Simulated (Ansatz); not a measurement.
Conformers of `OB(O)[Se]C(F)(F)F`, each relaxed with PBE0-D4/def2-TZVP in Ansatz. CBS adds the triple-zeta coupled-cluster correction to the MP2 limit.

Outer-core shells of Se are correlated without core-valence functions. Scalar relativity is left out up to krypton. Spin–orbit coupling is left out.

Not all of them had a frequency check.

Conformer A:

Cartesian coordinates in Å:
```
O -0.859 -1.317 -0.400
B 0.456 -1.175 -0.123
O 1.316 -2.208 -0.267
Se 1.342 0.475 0.539
C -0.147 1.716 0.285
F 0.147 2.876 0.857
F -0.414 1.947 -1.001
F -1.296 1.272 0.834
H -1.419 -0.567 -0.185
H 0.874 -3.019 -0.539
```

Conformer B:

Cartesian coordinates in Å:
```
O -0.265 0.528 2.436
B -0.137 0.413 1.087
O -0.190 1.504 0.297
Se 0.128 -1.374 0.281
C 0.230 -0.846 -1.610
F 1.245 -0.029 -1.861
F 0.412 -1.959 -2.324
F -0.883 -0.263 -2.040
H -0.218 -0.287 2.938
H -0.323 2.315 0.797
```

Q: Which is lowest in electronic energy at CCSD(T)/CBS (frozen core, def2 sets), and by how much? (Estimate.)

A: The calculation gave: A; B lies 7.8 kJ/mol higher.

Q: Give the energies relative to A (kJ/mol) with PBE0-D4/def2-TZVPP, ωB97X-V/def2-TZVPP, ωB97M-V/def2-TZVPP, PBE/def2-TZVPP, SCS-MP2/def2-TZVPP, CCSD/def2-TZVPP, CCSD/CBS(def2). (Best estimate.)

A: The calculation gave: 
| level | B |
| --- | --- |
| PBE0-D4/def2-TZVPP | 7.3 |
| ωB97X-V/def2-TZVPP | 8.0 |
| ωB97M-V/def2-TZVPP | 8.7 |
| PBE/def2-TZVPP | 7.7 |
| SCS-MP2/def2-TZVPP | 7.5 |
| CCSD/def2-TZVPP | 7.5 |
| CCSD/CBS(def2) | 7.2 |
